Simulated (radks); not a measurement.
The palladium ion Pd2+ inside a hard spherical wall (all orbitals vanish at R), configuration held at [Kr] 4d8 and not refilled when levels cross. Method: scalar-relativistic Kohn-Sham, r2SCAN, spin-polarised, spherical densities, finite nucleus; open shells are filled with parallel spins first (spin-orbit coupling, left out, can overturn this in heavy ions); meta-GGA in the generalised Kohn-Sham scheme; Fermi nuclear charge, rms radius 4.5318 fm; computed with a radial shooting solver on a logarithmic mesh with Libxc functionals. Eigenvalues in eV for spin up, with the zero of energy where the potential of the charges vanishes at infinity; a dash marks a level that is unbound or too diffuse for the functional's potential to be trusted. A positive occupied level is held by the wall or, in an anion where self-interaction has pushed it up, behind a barrier. The pressure on the wall is -dE/dV.

R (bohr),E (hartree),kinetic (hartree),e(3d),e(4s),e(4p),e(4d),"e(5s, empty)","e(5p, empty)",pressure (GPa)
free,-5045.42891,5233.511,-354.29,-113.83,-78.655,-28.353,-19.895,-13.423,0
20,-5045.42891,5233.511,-354.29,-113.83,-78.655,-28.353,-19.895,-13.423,< 0.0001
15,-5045.42891,5233.511,-354.29,-113.83,-78.655,-28.353,-19.895,-13.423,< 0.0001
10,-5045.42891,5233.511,-354.29,-113.83,-78.655,-28.353,-19.895,-13.421,< 0.0001
6,-5045.42860,5233.516,-354.27,-113.81,-78.638,-28.338,-19.796,-12.996,0.0481
4,-5045.39309,5233.805,-353.22,-112.91,-77.779,-27.504,-16.854,-7.598,12.2
3.5,-5045.31372,5234.329,-351.65,-111.63,-76.565,-26.249,-12.989,-1.933,51.5
3,-5045.05124,5235.846,-347.94,-108.77,-73.832,-23.215,-3.950,10.104,237
2.5,-5044.10910,5240.740,-338.84,-102.25,-67.418,-15.541,18.675,37.731,1280
